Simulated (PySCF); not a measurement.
# Radial density of Br²⁺ (bromine, charge +2)

UHF, [Ar] 3d10 4s1 4p4, high-spin 4P determinant (an excited configuration). All numbers are calculated (PySCF 2.14, scalar relativity by spin-free X2C-1e, in aug-cc-pVQZ-DK (8s7p5d3f2g, 93 functions)).

| r (bohr) | 4πr²ρ (e/bohr) | 4πr²(ρα − ρβ) |
| --- | --- | --- |
| 0.000893 | 0.5074 | 0.0004 |
| 0.00150 | 1.232 | 0.0011 |
| 0.00253 | 2.913 | 0.0025 |
| 0.00425 | 6.616 | 0.0057 |
| 0.00715 | 13.99 | 0.0120 |
| 0.0120 | 26.10 | 0.0218 |
| 0.0202 | 39.42 | 0.0315 |
| 0.0340 | 42.85 | 0.0358 |
| 0.0572 | 35.69 | 0.0655 |
| 0.0963 | 44.35 | 0.1610 |
| 0.162 | 48.34 | 0.0647 |
| 0.272 | 28.06 | 0.0731 |
| 0.458 | 35.23 | 0.3852 |
| 0.771 | 15.61 | 0.0954 |
| 1.30 | 4.377 | 2.0740 |
| 2.18 | 2.119 | 1.1990 |
| 3.67 | 0.1432 | 0.0469 |
| 6.17 | 0.0003593 | -0.0001 |

Densities and radii are taken from the X2C orbitals without a picture-change correction, which distorts them close to the nucleus.
